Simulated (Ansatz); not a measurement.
Isolated molecules relaxed with PBE0-D4/def2-TZVP in Ansatz; ΔE leaves out vibrations. CBS: MP2 limit from def2 TZ/QZ plus the TZ coupled-cluster correction, frozen cores. This one scheme is used for every species. Functionals use def2-TZVPP. HSE06 is defined as in plane-wave codes. For Ge outer-core shells are correlated without core-valence functions, which leaves a few kJ/mol of doubt a bond. Scalar relativity is left out up to krypton. Each species was taken in one conformer, which may not be the lowest.

Consider the ligand exchange at a Ge–S bond: `[NH2][Ge][SH]` + `O[SiH3]` → `[NH2][Ge][O][SiH3]` + H₂S.

`[NH2][Ge][SH]`:

Z-matrix (Å, degrees):
```
N
Ge 1 1.818
H 1 1.007 2 120.7
H 1 1.008 2 126.7 3 180.0
S 2 2.255 1 95.1 3 180.0
H 5 1.342 2 93.5 1 -180.0
```

`O[SiH3]`:

Cartesian coordinates in Å:
```
O 0.374 -0.695 -1.010
Si 0.024 0.131 0.372
H -0.194 -0.559 -1.768
H 0.078 1.604 0.161
H 1.051 -0.273 1.358
H -1.332 -0.207 0.887
```

`[NH2][Ge][O][SiH3]`:

```xyz
9

N    -0.745   -1.385    1.850
Ge   -1.371   -0.035    0.818
O     0.135    0.085   -0.167
Si    0.645    1.014   -1.411
H    -1.274   -1.812    2.592
H     0.176   -1.781    1.731
H     1.868    1.762   -1.016
H     0.968    0.157   -2.583
H    -0.402    1.996   -1.816
```

H₂S:

Cartesian coordinates in Å:
```
S 0.483 -0.177 -0.346
H -0.705 -0.729 -0.056
H 0.222 0.906 0.402
```

Problem. Is it downhill or uphill in electronic energy at CCSD(T)/CBS, and by how much? (An estimate is asked.)

Solution. Ansatz gave: Nearly level: ΔE = -0.3 kcal/mol.

Problem. What do these levels give: LDA (SPW92), revPBE-D4, ωB97X-V, PBE, PBE0, HSE06, CAM-B3LYP, LC-ωPBE, RPA@PBE/def2-TZVPP, MP2/def2-TZVPP, CCSD/def2-TZVPP, CCSD/CBS(def2)? (Estimate.)

Solution. Computed: LDA (SPW92) 1.9, revPBE-D4 2.0, ωB97X-V -1.3, PBE 2.4, PBE0 2.2, HSE06 2.3, CAM-B3LYP -1.7, LC-ωPBE -0.5, RPA@PBE/def2-TZVPP -2.3, MP2/def2-TZVPP -0.8, CCSD/def2-TZVPP -1.7, CCSD/CBS(def2) -0.6 kcal/mol.

Largest T1 diagnostic among the species: 0.014.

Leaving LDA and LC-ωPBE aside and taking each functional with its dispersion term where it has one, the values, not all of them listed here, spread over 4.1 kcal/mol, from CAM-B3LYP-D4 to PBE-D4. At CCSD(T), def2-SVP lies −3.5 kcal/mol from the extrapolated value and def2-TZVPP −1.1 kcal/mol.
